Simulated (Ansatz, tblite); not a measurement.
Isomers of OsO3⁻ (doublet), found by a short tight-binding search and relaxed with PBE-D4/def2-TZVPD in Ansatz.

In the def2 sets Os takes a core potential; there is no spin–orbit coupling. The xTB rows come from tblite.

Run but left out: HF/def2-SVPD, MP2/def2-SVPD, CCSD/def2-SVPD, CCSD(T)/def2-SVPD (flagged by the program: large difference).

A: At LDA (SPW92)/def2-TZVPD, PBE-D4/def2-TZVPD, r2SCAN-D4/def2-TZVPD the highest occupied level of the charge -1 doublet lies above zero (up to 0.79 eV). By energy differences its removal costs 2.63 eV (vertical, to the charge 0 singlet, at PBE-D4/def2-TZVPD); a positive level beside a positive removal energy at the same level points to self-interaction error. B: It holds 1 O–O bond.

Other spin states were run for one of them alone.

A:

Cartesian coordinates in Å:
```
Os 0.0496 0.0349 -0.0583
O 1.3938 0.9373 0.5784
O -0.9937 -0.7000 1.1764
O -0.4496 -0.2722 -1.6965
```

B:

Cartesian coordinates in Å:
```
Os -0.154 -0.280 0.723
O 0.451 0.818 -2.114
O 0.197 0.356 -0.920
O -0.493 -0.893 2.312
```

Task: Estimate their order by electronic energy at ωB97M-V/def2-TZVPD, counted from the lowest.

Result: A (0.00) < B (4.49), in eV.

Task: Do the other levels pick the same lowest one?

Result: All that were run do. Energies above each level's lowest (eV):

| level | A | B |
| --- | --- | --- |
| GFN1-xTB | 0.00 | 3.07 |
| GFN2-xTB | 0.00 | 1.99 |
| LDA (SPW92)/def2-TZVPD | 0.00 | 4.40 |
| PBE-D4/def2-TZVPD | 0.00 | 4.37 |
| r2SCAN-D4/def2-TZVPD | 0.00 | 4.52 |
| PBE0-D4/def2-TZVPD | 0.00 | 4.37 |
| ωB97M-V/def2-TZVPD | 0.00 | 4.49 |
Point groups (tolerance 0.1 Å): A C2v, B C∞v. Lower isomers may exist.
